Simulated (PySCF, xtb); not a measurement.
C₂H₃F₂, SMILES C[C](F)F, multiplicity 2.

Harmonic wavenumbers (cm⁻¹) from GFN2-xTB in xtb 6.7.1 at its own minimum, in rising order: 111, 340, 371, 451, 864, 969, 1045, 1192, 1271, 1375, 1434, 1434, 2897, 3048, 3056.

Question: What does PBE-D3(BJ)/def2-SVP run with PySCF give at its own minimum? (Estimate from the structure and the level; the computed values follow.)

Answer: 197, 365, 442, 525, 852, 944, 1041, 1234, 1254, 1354, 1392, 1396, 2926, 3054, 3107. Paired by order, the mean absolute difference is 36 cm⁻¹ and the zero-point energies are 28.4 and 28.7 kcal/mol.
